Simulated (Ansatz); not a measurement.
Consider the ligand exchange at a B–O bond: `BO[SiH2]C#C` + `O[SiH2][GeH2][F]` → `BO[SiH2][GeH2][F]` + `C#C[SiH2]O`.

Gas-phase electronic energies from Ansatz, PBE0-D4/def2-TZVP geometries. CCSD(T)/CBS adds triple-zeta CCSD(T) − MP2 to the extrapolated MP2 energy (def2 sets, frozen cores). Functionals use def2-TZVPP. For Ge outer-core shells are correlated without core-valence functions, which leaves a few kJ/mol of doubt a bond. Scalar relativity is left out up to krypton. One conformer a species, not always the lowest.

Is it downhill or uphill in electronic energy at CCSD(T)/CBS, and by how much? (Estimate.)

Computed: Nearly level: ΔE = +0.4 kcal/mol.

What do these levels give: B2PLYP, PBE, CCSD(T)/def2-TZVPP, HF/def2-QZVPP, HF/CBS(def2), CCSD/CBS(def2)? (Best estimate.)

Computed: B2PLYP 0.2, PBE 0.6, CCSD(T)/def2-TZVPP -0.1, HF/def2-QZVPP -0.9, HF/CBS(def2) -0.9, CCSD/CBS(def2) 0.3 kcal/mol.

Largest T1 diagnostic among the species: 0.014.

In def2-TZVPP, CCSD(T) changes the Hartree–Fock value by +0.8 kcal/mol (the triples alone add +0.2 kcal/mol) and MP2 by +0.9 kcal/mol.
